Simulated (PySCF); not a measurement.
**C2H9NOSi2**

C2H9NOSi2 is a carbene (divalent C1, bonded to 1 N + 1 O), neutral, singlet. The structure, one conformer, was relaxed in the gas phase by PBE0-D3(BJ)/def2-SVP. No frequency run checks that it is a minimum.

SMILES: CO[C]N([SiH3])[SiH3]

| atom | x (Å) | y (Å) | z (Å) |
| --- | --- | --- | --- |
| C1 | 0.613 | -0.503 | -0.498 |
| N2 | -0.371 | 0.422 | -0.474 |
| Si3 | -1.141 | 0.895 | 1.084 |
| Si4 | -0.835 | 1.126 | -2.040 |
| O5 | 0.810 | -0.897 | 0.756 |
| C6 | 1.807 | -1.873 | 0.984 |
| H7 | -0.158 | 1.515 | 2.015 |
| H8 | -2.156 | 1.919 | 0.691 |
| H9 | -1.831 | -0.256 | 1.727 |
| H10 | -2.288 | 0.874 | -2.276 |
| H11 | -0.009 | 0.509 | -3.109 |
| H12 | -0.625 | 2.605 | -1.990 |
| H13 | 1.346 | -2.743 | 1.473 |
| H14 | 2.575 | -1.451 | 1.648 |
| H15 | 2.255 | -2.168 | 0.025 |

Shieldings: GIAO PBE0/pcSseg-1. Shifts are against computed references at the same level: C TMS (σ 184.4 ppm), H TMS (σ 31.27 ppm), Si TMS (σ 352.0 ppm). Core levels by delta-SCF with SCAN, pcX-2 on the ionised atom and pcseg-1 elsewhere, spin-free X2C (2p3/2 is the spin-free 2p value less a third of a first-order spin-orbit splitting); from the vacuum level, for chosen atoms.

(1) Give the NMR and core-level values of the distinct atoms.

(2) By CAM-B3LYP/def2-SVPD (TDDFT singlets, Tamm-Dancoff triplets, ionisation by delta-SCF), where does absorption start, and what does vertical ionisation take?

## Answers

(1) 
```csv
atoms,bonded to,σ (ppm),δ (ppm),core level (eV)
C1,1 N + 1 O,-132.5,316.9,1s 291.98
N2,1 C + 2 Si,109.4,-,1s 404.61
Si3,1 N + 3 H,423.9,-71.9,2p3/2 107.04
Si4,1 N + 3 H,392.0,-40.1,2p3/2 107.20
O5,2 C,39.3,-,1s 539.13
C6,1 O + 3 H,120.6,63.8,-
H7 H8 H9,1 Si,26.84,4.42,-
H10 H11 H12,1 Si,26.36,4.91,-
H13 H14 H15,1 C,26.84,4.42,-
```

Values are those of this one static structure, with the three H of a rotating XH3 group averaged; atoms that internal rotation interchanges would show their mean in an NMR spectrum.

The core-hole state of C1 is spin-contaminated (⟨S²⟩ 0.83 against 0.75 for a pure doublet), so that value and differences from it are less sure.

(2) The lowest singlet lies at 4.51 eV (f 0.013), the strongest of the first 6 at 7.02 eV (f 0.171), the lowest triplet at 2.90 eV; vertical ionisation takes 8.43 eV.
